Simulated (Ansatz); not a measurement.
(Br2In-mu-Cl)2 (In₂Br₄Cl₂), relaxed as a singlet with RKS r2SCAN-D4/def2-SVP in Ansatz, starting from the GFN2-xTB geometry. Force threshold 0.03 eV/Å.

In the def2 sets In takes a core potential; there is no spin–orbit coupling.

Start:

```xyz
8

In   -0.876    0.380   -1.591
Br    0.402   -0.007   -3.663
Br   -3.185    1.216   -1.370
Cl   -0.584   -1.605   -0.065
In    0.874   -0.378    1.587
Br    3.179   -1.233    1.395
Br   -0.407    0.023    3.656
Cl    0.598    1.603    0.051
```

Estimate the energy that the relaxation releases and the steps that it takes.

0.02 eV, in 4 steps; 13 s on 2 threads of AMD EPYC 7R13 on a shared host and a share (18 GiB) of an NVIDIA H100 80GB HBM3. No frequencies were taken in this run, so the end may be a saddle point.

Does the start keep its bonding and symmetry?

By distances, no bond broke or formed. The bond that changes most is In1–Cl4, from 2.52 to 2.54 Å (atoms count from 1). Point group D2h at the start, D2h at the end, both within 0.05 Å; within 0.015 Å the end is C2v.

Predict the relaxed structure.


```csv
atom,x (Å),y (Å),z (Å)
In1,-0.8683,0.3775,-1.5764
Br2,0.3938,-0.0090,-3.6503
Br3,-3.1700,1.2162,-1.3700
Cl4,-0.6018,-1.6517,-0.0643
In5,0.8692,-0.3780,1.5757
Br6,3.1707,-1.2220,1.3906
Br7,-0.4077,0.0199,3.6385
Cl8,0.6142,1.6472,0.0563
```
Bond lengths (bridged metal pairs left out): 4 × Br–In 2.46 Å; 4 × Cl–In 2.54 Å.
